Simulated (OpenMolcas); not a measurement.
Re5+ (d2) among equal point charges was computed by CASSCF with the d shell active (OpenMolcas, ANO-RCC-VDZP on the metal). Its lowest spin-free states, and all those of the highest spin:

| 2S+1 | Degeneracy | E (cm-1) |
| --- | --- | --- |
| 3 | 1 | 0.0 |
| 3 | 2 | 695.8 |
| 3 | 1 | 2194 |
| 3 | 2 | 3022 |
| 3 | 1 | 5269 |
| 1 | 1 | 11651 |
| 1 | 1 | 12453 |
| 1 | 2 | 13296 |
| 3 | 2 | 14383 |
| 1 | 1 | 14436 |
| 3 | 1 | 17588 |
| 1 | 2 | 18054 |

Question: Is the site octahedral, tetrahedral or cube-like, axial, or of lower symmetry?

Answer: The states with 2S+1 = 3 have orbital degeneracies 1, 2, 1, 2, 1, 2, 1. There are pairs but no triples, so the site is axial: not cubic, but with a proper or improper axis of order three or more. The run had Re5+ among 6 point charges of -0.85 e arranged as a tetragonal octahedron (D4h), 2.19 Å from the ion, with the axial distance 2.540 Å.

Spin-orbit coupling mixes the spin-free states strongly: the lowest level takes only 42 % from its leading state, 3A2. Without dynamic correlation the repulsion within the d shell is too large (B by tens of per cent), so at a given field states of lower spin stand too high. Point charges carry no covalency, so the field is a model and not that of real ligands. No measured value stands beside these numbers.
